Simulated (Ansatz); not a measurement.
Stepwise reaction of `[OH][Al]([OH])[Br]` with ammonia, as a gas-phase model of exchange steps in deposition or etching. ΔE in kJ/mol; ΔG adds harmonic PBE0-D4 terms to CCSD(T)/CBS, at 1 bar.

Isolated molecules relaxed with PBE0-D4/def2-TZVP in Ansatz; ΔE leaves out vibrations. CCSD(T)/CBS is the MP2 limit (def2-TZVPP, def2-QZVPP) plus CCSD(T) − MP2 in def2-TZVPP, frozen cores. This one scheme is used for every species. DFT in def2-TZVPP. B3LYP here is the variant with VWN-RPA as its local correlation; programs differ in this. For Br outer-core shells are correlated without core-valence functions, which leaves a few kJ/mol of doubt a bond. Scalar relativity is left out up to krypton. Each species was taken in one conformer, which may not be the lowest.

| step | reaction | PBE-D4 | B3LYP-D4 | ωB97M-V | CCSD(T)/CBS | ΔG(500 K) |
| --- | --- | --- | --- | --- | --- | --- |
| 1 | `[OH][Al]([OH])[Br]` + NH₃ → `[NH2][Al]([OH])[Br]` + H₂O | 46.5 | 47.7 | 46.8 | 44.2 | 37.1 |

(1) Give the row of step 2, `[NH2][Al]([OH])[Br]` + NH₃ → `[NH2][Al]([NH2])[Br]` + H₂O. (Estimate.)

(2) By hand: ΔE of the 2 steps together at CCSD(T)/CBS.

## Answers

(1) Computed: 
```tsv
step	reaction	PBE-D4	B3LYP-D4	ωB97M-V	CCSD(T)/CBS	ΔG(500 K)
2	`[NH2][Al]([OH])[Br]` + NH₃ → `[NH2][Al]([NH2])[Br]` + H₂O	41.6	44.0	43.1	41.5	40.7
```

(2) (44.2) + (41.5) = 85.7 kJ/mol, or 42.9 kJ/mol a step.

In ΔE the steps differ by no more than 2.7 kJ/mol. All are uphill at CCSD(T)/CBS. ΔG lies between 37.1 and 40.7 kJ/mol a step. PBE-D4 differs from CCSD(T)/CBS by 0.1 to 2.3 kJ/mol a step. Isolated molecules leave out the surface, adducts and barriers. Largest T1 diagnostic: 0.010.
